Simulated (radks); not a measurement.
Ca+, 19 electrons, occupied as [Ar] 7p1 (not the ground configuration).

All-electron calculation, scalar-relativistic Kohn-Sham, PBE, spin-polarised, spherical densities, finite nucleus; open shells are filled with parallel spins first; Fermi nuclear charge, rms radius 3.4776 fm. Program: a radial shooting solver on a logarithmic mesh with Libxc functionals.

Energy parts (eV):
total: -18496.450
kinetic: 18622.773
electron-nucleus: -43685.499
Hartree: 7537.649
exchange-correlation: -971.373

Orbitals (lengths in bohr, moments of r in powers of bohr; r(max) is where P^2 peaks):
[
 {"orbital": "1s up", "occ.": "1", "eigenvalue (eV)": "-3963.230", "<r^2>": "0.007943", "r(max)": "0.05028", "<r^4>": "0.0001626"},
 {"orbital": "1s down", "occ.": "1", "eigenvalue (eV)": "-3963.228", "<r^2>": "0.007943", "r(max)": "0.05028", "<r^4>": "0.0001626"},
 {"orbital": "2s up", "occ.": "1", "eigenvalue (eV)": "-428.1119", "<r^2>": "0.1572", "r(max)": "0.2999", "<r^4>": "0.04385"},
 {"orbital": "2s down", "occ.": "1", "eigenvalue (eV)": "-428.1101", "<r^2>": "0.1572", "r(max)": "0.2999", "<r^4>": "0.04384"},
 {"orbital": "2p up", "occ.": "3", "eigenvalue (eV)": "-348.4881", "<r^2>": "0.1329", "r(max)": "0.2466", "<r^4>": "0.03684"},
 {"orbital": "2p down", "occ.": "3", "eigenvalue (eV)": "-348.4856", "<r^2>": "0.1329", "r(max)": "0.2466", "<r^4>": "0.03684"},
 {"orbital": "3s up", "occ.": "1", "eigenvalue (eV)": "-60.5420", "<r^2>": "1.529", "r(max)": "0.9930", "<r^4>": "3.784"},
 {"orbital": "3s down", "occ.": "1", "eigenvalue (eV)": "-60.5344", "<r^2>": "1.529", "r(max)": "0.9930", "<r^4>": "3.782"},
 {"orbital": "3p up", "occ.": "3", "eigenvalue (eV)": "-41.3705", "<r^2>": "1.862", "r(max)": "1.046", "<r^4>": "6.028"},
 {"orbital": "3p down", "occ.": "3", "eigenvalue (eV)": "-41.3612", "<r^2>": "1.861", "r(max)": "1.046", "<r^4>": "6.018"},
 {"orbital": "7p up", "occ.": "1", "eigenvalue (eV)": "-1.6572", "<r^2>": "492.8", "r(max)": "23.43", "<r^4>": "311500"}
]

The highest occupied level is 7p up at -1.657 eV. The electron density at the nucleus is 6189 e/bohr^3 (large components only). Spin moment in Bohr magnetons: 1. The density falls to 0.001 e/bohr^3 at r = 3.02 bohr. The spin density at the nucleus is -0.003196 e/bohr^3 (1s -0.001811, 2s 0.000300, 3s -0.001685). Summed over all electrons, <r^2> = 508.1 bohr^2, which gives a Langevin (diamagnetic) susceptibility term of -402 x 10^-6 cm^3/mol.
